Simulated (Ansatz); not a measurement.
The cluster Mg₂Zn. Total charge 0; triplet. Geometry PBE0/def2-TZVPD, that of the charge -1 doublet; atoms count from 1.

Cartesian coordinates in Å:
```
Mg 1.646 -0.128 0.522
Mg -0.509 0.813 -1.442
Zn -1.138 -0.685 0.920
```

At PBE0/def2-TZVPD a singlet of charge 0 lies 1.34 eV below the triplet at the same geometry. The structure comes from a short search, and lower isomers may exist.

**Question.** Estimate the Mulliken populations from the PBE0/def2-TZVPD orbitals of Ansatz.

**Answer.** 
| atom | charge (e) | spin (α − β) | d electrons |
| --- | --- | --- | --- |
| Mg1 | 0.04 | 0.88 | – |
| Mg2 | 0.04 | 0.88 | – |
| Zn3 | -0.07 | 0.25 | 10.01 |
Mulliken values and Mayer orders depend strongly on the basis. With diffuse functions, as here, like atoms can get unlike values, and bond orders can come out too low or too high.

**Question.** Where does the spin sit?

**Answer.** Summed by element: Mg 1.75, Zn 0.25, of 2 unpaired in all. Largest on single atoms: Mg2 0.88, Mg1 0.88, Zn3 0.25.

**Question.** And the Mayer bond orders between bonded heavy atoms (over 0.3)?

**Answer.** Mg1–Zn3 0.68 (2.87 Å); Mg2–Zn3 0.68 (2.87 Å); Mg1–Mg2 1.01 (3.06 Å).
